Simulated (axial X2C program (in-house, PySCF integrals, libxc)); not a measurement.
# Potential curves of PBr, without spin–orbit coupling

Computed with an in-house relativistic program for diatomic molecules. Spin-free means the one-electron spin-free X2C Hamiltonian. Basis: Br dyall-cv3z [8s9p6d4f1g], P dyall-v3z [8s7p2d1f] (cores contracted in-house); Gaussian nuclei, density fitting, unrestricted open shells. Masses: Br 78.918 u, P 30.974 u.

State: M_S = 1, Λ = 0 (beyond evenly filled blocks: π+α, π-α). Energies in kJ/mol from the fragments at the same level (Br + P). Fits are polynomials in 1 − R0/R over 0.85 to 1.23 times the lowest point R0.

```csv
R (Å),CCSD,HF
1.8983,,-32.08
1.9856,-191.85,-92.04
2.0511,-216.99,-118.49
2.1165,-230.52,-133.09
2.1820,-235.28,-138.68
2.2584,-232.60,-136.62
2.3347,-223.56,-127.80
2.4329,-205.69,-109.70
2.5529,,-81.96
```

Correlated methods: 12 electrons correlated (number of frozen shells: Br 3 s, 2 p, 1 d; P 2 s, 1 p), 182 virtual spin orbitals or spinors in MP2, 90 natural virtuals in coupled cluster.

Occupations by symmetry block were frozen at the best pattern of an incomplete PBE0 search. Dissociation energies refer to the lowest single-determinant-based atoms at the same level and basis. CCSD ran in a truncated set of natural virtual spinors with an MP2 remainder; without triples it tends to underbind. PBE0 can misorder states that lie within some tenths of an eV, so this need not be the ground state of the molecule. The nearest other spin-free determinant of the search, M_S = 0, Λ = 2, lies 0.92 eV up at the distance of the search. The stretched end of a curve changes character and is left out. Spin-free De lacks the spin–orbit lowering of the heavy p-block atom, a tenth of an eV or more for 4p and 5p, up to an eV for 6p and one to two eV for 7p atoms, less what an open-shell molecule gains itself. Coupled cluster ran on the points near the minimum only. MP2 and coupled cluster on one determinant become unreliable at the stretched end.

**Question.** What are Re, ωe and De at the CCSD level?

**Answer.** At CCSD, spin-free: Re = 2.194 Å, ωe ≈ 429 cm⁻¹, De = 2.44 eV to Br + P; Be follows as 0.157 cm⁻¹.

**Question.** Fit the HF curve near its minimum: give the equilibrium distance, the harmonic wavenumber and the well depth.

**Answer.** At HF, spin-free: Re = 2.200 Å, ωe ≈ 433 cm⁻¹, De = 1.44 eV to Br + P; Be follows as 0.157 cm⁻¹.
